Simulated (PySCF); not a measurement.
Run record: geometry optimisation, `FBc1cccs1`.

Computed with PBE0-D3(BJ)/def2-SVP geometry optimisation, gas phase (PySCF 2.14.0). Start geometry: GFN2-xTB. The command runs a driver script over a list of jobs; the input below is this job's line of settings and its coordinates in Å.

Command:
```bash
OMP_NUM_THREADS=1 python probes_run.py task.json out
```

Input:
```
{"job": {"xc": "PBE0", "basis": "def2-SVP", "d3": "d3bj", "grid": 1, "shake": 0.01, "kind": "geom"}, "charge": 0, "multiplicity": 1}
F      2.853420     0.736220     0.578470
B      2.194160    -0.158380    -0.142380
C      0.650230    -0.159580    -0.141830
C     -0.155810     0.688120     0.533940
C     -1.550130     0.398470     0.317120
C     -1.734640    -0.653230    -0.508700
S     -0.240770    -1.326960    -1.043180
H      2.876780    -0.909220    -0.745880
H      0.167030     1.490510     1.181470
H     -2.356430     0.958090     0.782070
H     -2.665730    -1.089860    -0.826760
```

Output:
```
step   0  E = -676.99065524  max force = 0.042679
step   1  E = -676.99421294  max force = 0.005365
step   2  E = -676.99426239  max force = 0.002107
step   3  E = -676.99428808  max force = 0.001548
step   4  E = -676.99429558  max force = 0.000669
step   5  E = -676.99429377  max force = 0.000887
step   6  E = -676.99430031  max force = 0.000291
optimisation converged
```

Energies in Eh; «max force» is the largest Cartesian gradient component in Eh/bohr.

Problem. How much energy does the optimisation release, in eV?

Solution. E(step 0) − E(last step) = 0.003645 Eh, which is 0.099 eV.

Summary of the converged run: final energy -676.99430 Eh after 6 steps; dipole 2.16 D.

Problem. Where do the atoms end?

Solution. 0.030 Å rms from the input after alignment:
```
atom  x, y, z in Å
F1     2.9494    0.6548    0.8008
B2     2.2900   -0.2410    0.0743
C3     0.7566   -0.2320    0.0869
C4    -0.1085    0.6128    0.7669
C5    -1.4730    0.3226    0.5446
C6    -1.6408   -0.7478   -0.3076
S7    -0.1494   -1.3864   -0.8298
H8     2.9406   -1.0329   -0.5701
H9     0.2517    1.4191    1.4083
H10   -2.3042    0.8716    0.9891
H11   -2.5799   -1.1845   -0.6479
```

Problem. Estimate the wall time. Hardware: an Intel Xeon 6975P-C with one thread (shared host). And the peak memory of the process?

Solution. About 26 s, with 0.52 GiB resident at the peak, the Python interpreter and its libraries included.
Labels such as C1 count atoms from 1, the log's own numbers from 0.
